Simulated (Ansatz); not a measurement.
```yaml
crystal:
  periodic: [false, false, false]
  atoms:
    - {symbol: C, position_ang: [-1.999205, 1.330640, -0.323919]}
    - {symbol: O, position_ang: [-0.717442, 0.831896, -0.155188]}
    - {symbol: Zr, position_ang: [0.862148, -0.239483, 0.102073]}
    - {symbol: N, position_ang: [0.367427, -2.216215, 0.279024]}
    - {symbol: O, position_ang: [1.979349, -0.072477, -1.470884]}
    - {symbol: O, position_ang: [1.695951, 0.289146, 1.768174]}
    - {symbol: H, position_ang: [-2.474689, 0.899331, -1.212537]}
    - {symbol: H, position_ang: [-1.975967, 2.419770, -0.445749]}
    - {symbol: H, position_ang: [-2.628130, 1.099028, 0.543595]}
    - {symbol: H, position_ang: [0.302815, -2.877289, -0.482254]}
    - {symbol: H, position_ang: [0.159195, -2.696156, 1.143332]}
    - {symbol: H, position_ang: [2.423134, 0.355469, -2.196269]}
    - {symbol: H, position_ang: [2.005413, 0.876350, 2.450622]}
basis:
  gaussian: {orbitals: def2-mTZVPP}
hamiltonian: {xc: {name: r2SCAN0}}
scf: {lower_state_search: off}
output: {forces: true}
```

```sh
$ ansatz run in.yaml --threads 2 --pin off --events-out ev --progress --plain --max-ram 22528MiB --backend cpu
```

It prints (some lines left out):

```
Functional definition: r2SCAN0
1581 factors; their error is unknown
mean field evaluation 1: about -10046.3980 eV, gradient 1.1e2 eV
mean field evaluation 2: about -10002.7512 eV, gradient 1.8e2 eV
mean field evaluation 4: about -10065.5341 eV, gradient 6.9e0 eV
mean field evaluation 8: about -10065.6375 eV, gradient 2.9e-1 eV
mean field evaluation 16: about -10065.6724 eV, gradient 1.1e-4 eV
mean field -10065.67239161 eV, -369.9066376339 hartree, gradient 7.8e-6 eV, S^2 0.000000; 0 other end points of the search recorded, 0 dependent functions left out
reference -10065.67241468 eV, -369.9066384816 hartree; 28, 28 occupied and 155, 155 virtual orbitals, 1581 factors
Total energy: -10065.67241468 eV, -369.9066384816 hartree
Atom 0 at    -1.999205     1.330640    -0.323919 Å, force    -0.130546    -0.000106    -0.011652 eV/Å
Atom 1 at    -0.717442     0.831896    -0.155188 Å, force    -0.239292     0.236346    -0.047231 eV/Å
Atom 2 at     0.862148    -0.239483     0.102073 Å, force    -0.060463    -0.067178     0.003442 eV/Å
Atom 3 at     0.367427    -2.216215     0.279024 Å, force    -0.055076    -0.290124     0.027463 eV/Å
Atom 4 at     1.979349    -0.072477    -1.470884 Å, force     0.282276     0.013791    -0.390808 eV/Å
Atom 5 at     1.695951     0.289146     1.768174 Å, force     0.211362     0.104475     0.419882 eV/Å
Atom 6 at    -2.474689     0.899331    -1.212537 Å, force     0.070358     0.053662     0.114936 eV/Å
Atom 7 at    -1.975967     2.419770    -0.445749 Å, force     0.008492    -0.144272     0.017151 eV/Å
Atom 8 at    -2.628130     1.099028     0.543595 Å, force     0.090172     0.028113    -0.110306 eV/Å
Atom 9 at     0.302815    -2.877289    -0.482254 Å, force     0.008629     0.105874     0.132121 eV/Å
Atom 10 at     0.159195    -2.696156     1.143332 Å, force     0.033339     0.074789    -0.148550 eV/Å
Atom 11 at     2.423134     0.355469    -2.196269 Å, force    -0.126439    -0.036515     0.183692 eV/Å
Atom 12 at     2.005413     0.876350     2.450622 Å, force    -0.092812    -0.078856    -0.190140 eV/Å
Dipole moment:    -0.089092     0.178534    -0.026674 e Å
Checks for a lower state left out: stability, starts, cluster_reference, orbital_swaps, neighbouring_geometries, increment
```

It took 8.5 s on 2 threads of an AMD EPYC 7R13 on a shared host, with 0.73 GiB of host memory at the peak.
